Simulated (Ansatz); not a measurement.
CH$_{4}$AlClFSb, SMILES `[F][Al]([SbH2])[CH2]Cl`. Total charge 0; spin multiplicity 1. Sb: def2 effective core potential. All single points use the PBE0-D4/def2-TZVP geometry. It is one conformer, not always the lowest.

```xyz
9

F     0.703    2.079   -1.034
Al    0.463    0.618   -0.296
Sb    1.213    0.337    2.210
C    -0.223   -0.812   -1.430
Cl   -1.843   -0.180   -0.798
H     0.100   -0.954    2.354
H     0.014    1.473    2.646
H    -0.254   -0.703   -2.512
H    -0.172   -1.858   -1.139
```

Task: What is the dipole moment at PBE/def2-TZVPP? (Estimate.)

Result: Ansatz gave: 2.21 D, with components (0.29, -2.16, -0.36) D in this frame, pointing from negative to positive charge.

Task: And with r2SCAN, B3LYP, ωB97M-V? (Estimate.)

Result: Computed: r2SCAN 2.27 D, B3LYP 2.30 D, ωB97M-V 2.28 D.

Task: Give the Mulliken charges with PBE, B3LYP, ωB97M-V in def2-TZVPP. (Best estimate.)

Result: Computed: 
| atom | PBE | B3LYP | ωB97M-V |
| --- | --- | --- | --- |
| F1 | -0.31 | -0.36 | -0.34 |
| Al2 | 0.50 | 0.57 | 0.59 |
| Sb3 | 0.05 | 0.10 | -0.01 |
| C4 | -0.30 | -0.31 | -0.39 |
| Cl5 | -0.08 | -0.11 | -0.07 |
| H6 | -0.07 | -0.10 | -0.06 |
| H7 | -0.06 | -0.09 | -0.05 |
| H8 | 0.14 | 0.15 | 0.17 |
| H9 | 0.15 | 0.15 | 0.17 |

B3LYP here is the variant with VWN-RPA as its local correlation; programs differ in this.
